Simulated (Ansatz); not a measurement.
Reaction (ligand exchange at the Hf–N bond): `C[N](C)[Hf]([F])([F])[F]` + `N=C=O` → `O=C=[N][Hf]([F])([F])[F]` + `CNC`

Program: Ansatz. Geometries: PBE0-D4/def2-TZVP. ΔE: electronic, gas phase. CCSD(T)/CBS is the MP2 limit (def2-TZVPP, def2-QZVPP) plus CCSD(T) − MP2 in def2-TZVPP, frozen cores. This one scheme is used for every species. Functionals use def2-TZVPP. HSE06 is defined as in plane-wave codes. Elements past krypton have def2 core potentials. For Hf outer-core shells are correlated without core-valence functions, which leaves a few kJ/mol of doubt a bond. One conformer a species, not always the lowest.

```tsv
level	ΔE (kJ/mol)	difference from CCSD(T)/CBS
LDA (SPW92)	-51.1	11.7
r2SCANh-D4	-64.7	-1.9
r2SCAN0-D4	-67.2	-4.4
HSE06-D4	-63.6	-0.8
CAM-B3LYP-D4	-67.1	-4.3
ωB97X-V	-66.2	-3.4
ωB97M-V	-65.5	-2.7
BLYP	-66.1	-3.3
r2SCAN	-64.1	-1.3
RPA@PBE/def2-TZVPP	-58.4	4.4
HF/def2-SVP	-93.7	-30.9
MP2/def2-SVP	-61.2	1.6
HF/def2-TZVPP	-94.2	-31.4
MP2/def2-TZVPP	-60.2	2.6
CCSD(T)/def2-TZVPP	-62.0	0.8
CCSD/CBS(def2)	-67.0	-4.2
CCSD(T)/CBS	-62.8	0
```

Largest T1 diagnostic among the species: 0.018.

From PBE to PBE0 (25 % exact exchange), in def2-TZVPP and without D4, ΔE moves by −6.2 kJ/mol. The D4 term adds +5.6 kJ/mol with B3LYP and +3.3 kJ/mol with PBE0; it sums over pairs of atoms, weighted by their polarisabilities, and B3LYP, whose exchange is more repulsive, gets the larger term.

B3LYP here is the variant with VWN-RPA as its local correlation; programs differ in this.
